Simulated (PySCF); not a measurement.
Computed data sheet: `O=S1(=O)C=CC[C@@H](F)C1`

C5H7FO2S.
Cartesian coordinates in Å at the GFN2-xTB level; atoms count from 1:
```xyz
16
C5H7FO2S angstrom
O      2.586    0.359   -1.262
S      1.652    0.299   -0.175
O      2.165    0.397    1.163
C      0.415    1.572   -0.408
C     -0.871    1.337   -0.234
C     -1.482    0.034    0.166
C     -0.480   -0.993    0.680
F     -1.156   -2.180    0.908
C      0.652   -1.216   -0.296
H      0.817    2.523   -0.705
H     -1.589    2.132   -0.401
H     -2.238    0.211    0.936
H     -2.007   -0.392   -0.697
H     -0.060   -0.690    1.647
H      1.270   -2.063   -0.009
H      0.319   -1.319   -1.325
```

Among its groups: C=C double bond, sulfone and C–F bond.

GFN2-xTB geometry:

| Property | Result |
| --- | --- |
| Point group of the GFN2-xTB geometry | C1 |
| Rotational constants A, B, C of the GFN2-xTB geometry | 2.392, 1.182, 0.956 GHz |

**PBE0/def2-SVPD ground state and vertical TDDFT (core frozen in the response) (PySCF)**

| Item | Value |
| --- | --- |
| Dipole moment | 4.70 D |
| HOMO energy | -8.44 eV |
| LUMO energy | -1.17 eV |
| HOMO–LUMO gap | 7.27 eV |
| Lowest singlet excitation | 6.12 eV (203 nm, f = 0.000) |
| Strongest line among the 6 lowest singlet transitions | S2 at 6.47 eV (192 nm, f = 0.125) |
| Lowest triplet excitation (Tamm–Dancoff) | 4.32 eV |
| Static isotropic polarisability | 81.5 au |
| Electronic spatial extent ⟨r²⟩ about the centre of nuclear charge | 1245 bohr² |

From PBE0/pcSseg-1 ground state and GIAO shieldings, non-relativistic (PySCF):

| Property | Result |
| --- | --- |
| Lowest Hirshfeld atomic charge | -0.32 e on O1 |
| Highest Hirshfeld atomic charge | +0.52 e on S2 |
| 13C chemical shifts (computed TMS as zero) by class | 144.1 (C4), 137.1 (C5), 88.3 (C7), 63.7 (C9), 38.6 (C6) ppm |
| 1H chemical shifts (computed TMS as zero) by class | 6.58 (H10), 6.40 (H11), 5.41 (H14), 3.69 (H15), 2.91 (H12), 2.91 (H16), 2.45 (H13) ppm |
| Isotropic shieldings of nuclei other than C and H, by class | 99 (O3), 121 (O1), 373 (F8), 207 (S2) ppm |
| Mayer bond orders between heavy atoms | O1–S2 1.74, S2–O3 1.72, S2–C4 0.86, C4–C5 1.85, C5–C6 1.04, C6–C7 1.01, C7–F8 0.87, C7–C9 0.98, C9–S2 0.87 |

Monoisotopic mass from the formula: 150.0151 u.

 With B = h/(8π²I), that is 505.379 GHz u Å² over I, the principal moments of inertia are 211.3, 427.7 and 528.8 u Å² (most abundant isotopes); the inertial defect Ic − Ia − Ib is -110.2 u Å² (zero for a rigid planar frame, negative otherwise). The polarisability is 12.07 Å³ as a volume (1 au = 0.148185 Å³), or 1.04 au for each of the 78 electrons. The dipole equals about 15.7 × 10⁻³⁰ C·m (1 D = 3.33564 × 10⁻³⁰ C·m). The vertical singlet–triplet gap S1 − T1 is 1.80 eV (TDDFT singlet less Tamm–Dancoff triplet; S1: HOMO−1→LUMO, weight 0.98; T1: HOMO→LUMO, weight 0.80).

Isolated species at its GFN2-xTB geometry (one conformer only).
